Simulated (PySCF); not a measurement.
SMILES CC[CH2][Ga]([F])[F], B3LYP/def2-SVP optimised geometry.

```
13

Ga    -1.78     0.46     0.00
F     -2.79     1.89     0.00
F     -2.76    -1.00     0.00
C      0.18     0.46     0.00
C      0.83    -0.94     0.03
C      2.36    -0.88     0.02
H      0.49     1.06     0.87
H      0.49     1.03    -0.89
H      0.48    -1.49     0.92
H      0.48    -1.52    -0.84
H      2.74    -0.37    -0.88
H      2.79    -1.89     0.04
H      2.74    -0.33     0.90
```

Density from B3LYP/def2-TZVP (PySCF) at that geometry.

Minimum of the electron density along straight lines between bonded atoms, close to the bond critical point (lines longer than 1.1 times the sum of covalent radii, or with two minima, are not listed):

| bond | length / Å | ρ at the minimum / e bohr⁻³ | ∇²ρ there / e bohr⁻⁵ | position (fraction from the first atom) |
|---|---|---|---|---|
| Ga1–F2 | 1.756 | 0.131 | 0.84 | 0.49 |
| Ga1–F3 | 1.757 | 0.131 | 0.84 | 0.49 |
| Ga1–C4 | 1.961 | 0.116 | 0.15 | 0.48 |
| C4–C5 | 1.536 | 0.240 | -0.58 | 0.51 |
| C5–C6 | 1.531 | 0.245 | -0.61 | 0.50 |
| C4–H7 | 1.104 | 0.270 | -0.89 | 0.64 |
| C4–H8 | 1.104 | 0.269 | -0.89 | 0.64 |
| C5–H9 | 1.104 | 0.275 | -0.93 | 0.64 |
| C5–H10 | 1.103 | 0.275 | -0.93 | 0.64 |
| C6–H11 | 1.103 | 0.272 | -0.91 | 0.64 |
| C6–H12 | 1.102 | 0.273 | -0.92 | 0.64 |
| C6–H13 | 1.103 | 0.272 | -0.91 | 0.64 |
